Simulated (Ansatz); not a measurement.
Total energies of CH$_{4}$ClFOSn (`C[O][SnH]([F])[Cl]`).

| atom | x (Å) | y (Å) | z (Å) |
| --- | --- | --- | --- |
| C1 | 0.701 | -1.145 | -0.645 |
| O2 | -0.485 | -0.382 | -0.768 |
| Sn3 | -0.883 | 1.059 | 0.454 |
| F4 | -1.014 | 0.273 | 2.190 |
| Cl5 | 0.957 | 2.440 | 0.599 |
| H6 | 0.737 | -1.830 | -1.495 |
| H7 | 0.711 | -1.735 | 0.277 |
| H8 | 1.599 | -0.518 | -0.671 |
| H9 | -2.323 | 1.839 | 0.057 |

The species carries charge 0 and has multiplicity 1. Correlated methods include outer-core shells of Sn, which these sets cover unevenly. Sn: def2 effective core potential. Geometry: relaxed with PBE0-D4/def2-TZVP. It is one conformer, not always the lowest. Basis def2-TZVPP, the Gaussian-basis code of Ansatz.

RPA on PBE orbitals: Hartree–Fock energy of these orbitals -887.45748 Eh, correlation -1.79485 Eh (frozen core).

```
             functional  energy without D4 (Eh)  D4 term (kJ/mol)
            LDA (SPW92)              -886.88589                 –
                    PBE              -889.84356             -19.8
                 revPBE              -890.15202             -52.8
                   BLYP              -890.16719             -42.2
                 r2SCAN              -890.21578              -4.8
                 B97M-V              -890.09373                 –
                   PBE0              -889.89300             -17.0
                  B3LYP              -890.35550             -32.0
                r2SCANh              -890.18956              -5.2
                r2SCAN0              -890.15197              -5.8
HSE06 (plane-wave form)              -889.87390             -16.0
                  BHLYP              -890.09448             -27.0
              CAM-B3LYP              -890.19662             -17.5
                LC-ωPBE              -890.05620                 –
                ωB97X-V              -890.11062                 –
                ωB97M-V              -890.12548                 –
                 B2PLYP              -889.78976                 –
               PBE-QIDH              -889.58920                 –
```

B3LYP takes the VWN-RPA correlation (the form of Gaussian; ORCA's B3LYP/G). HSE06 is the plane-wave form, built on full-range PBE exchange. The double hybrids freeze the cores in their second-order part.

LC-ωPBE has ω = 0.4 bohr⁻¹.
